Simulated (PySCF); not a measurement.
SMILES CC(C)(C)C[Si](F)(F)F, singlet, GFN2-xTB optimised geometry.

```
20

C      2.23     0.14     1.06
C      0.73    -0.02     1.34
C      0.52    -1.22     2.27
C      0.20     1.25     2.02
C      0.01    -0.25     0.00
Si    -1.87    -0.25     0.00
F     -2.62    -0.99     1.19
F     -2.54     1.20     0.00
F     -2.47    -0.95    -1.30
H      2.78     0.27     1.99
H      2.41     1.01     0.43
H      2.62    -0.74     0.56
H     -0.53    -1.35     2.50
H      0.89    -2.13     1.81
H      1.05    -1.07     3.20
H      0.77     1.46     2.92
H     -0.84     1.14     2.29
H      0.30     2.11     1.35
H      0.34     0.53    -0.70
H      0.36    -1.20    -0.42
```

Density from PBE/def2-SVP (PySCF 2.14.0) at that geometry.

Minimum of the electron density along straight lines between bonded atoms, close to the bond critical point (lines longer than 1.1 times the sum of covalent radii, or with two minima, are not listed):

| bond | length / Å | ρ at the minimum / e bohr⁻³ | ∇²ρ there / e bohr⁻⁵ | position (fraction from the first atom) |
|---|---|---|---|---|
| C1–C2 | 1.532 | 0.241 | -0.52 | 0.50 |
| C2–C3 | 1.529 | 0.242 | -0.53 | 0.50 |
| C2–C4 | 1.529 | 0.242 | -0.53 | 0.50 |
| C2–C5 | 1.544 | 0.231 | -0.48 | 0.49 |
| C5–Si6 | 1.878 | 0.121 | 0.28 | 0.62 |
| Si6–F7 | 1.590 | 0.126 | 1.17 | 0.42 |
| Si6–F8 | 1.590 | 0.126 | 1.17 | 0.42 |
| Si6–F9 | 1.591 | 0.126 | 1.17 | 0.42 |
| C1–H10 | 1.087 | 0.274 | -0.99 | 0.63 |
| C1–H11 | 1.088 | 0.274 | -0.98 | 0.63 |
| C1–H12 | 1.088 | 0.274 | -0.99 | 0.63 |
| C3–H13 | 1.086 | 0.276 | -1.01 | 0.63 |
| C3–H14 | 1.088 | 0.274 | -0.98 | 0.63 |
| C3–H15 | 1.088 | 0.274 | -0.99 | 0.63 |
| C4–H16 | 1.088 | 0.274 | -0.99 | 0.63 |
| C4–H17 | 1.088 | 0.274 | -0.98 | 0.63 |
| C4–H18 | 1.088 | 0.274 | -0.99 | 0.63 |
| C5–H19 | 1.094 | 0.268 | -0.94 | 0.63 |
| C5–H20 | 1.093 | 0.269 | -0.94 | 0.63 |
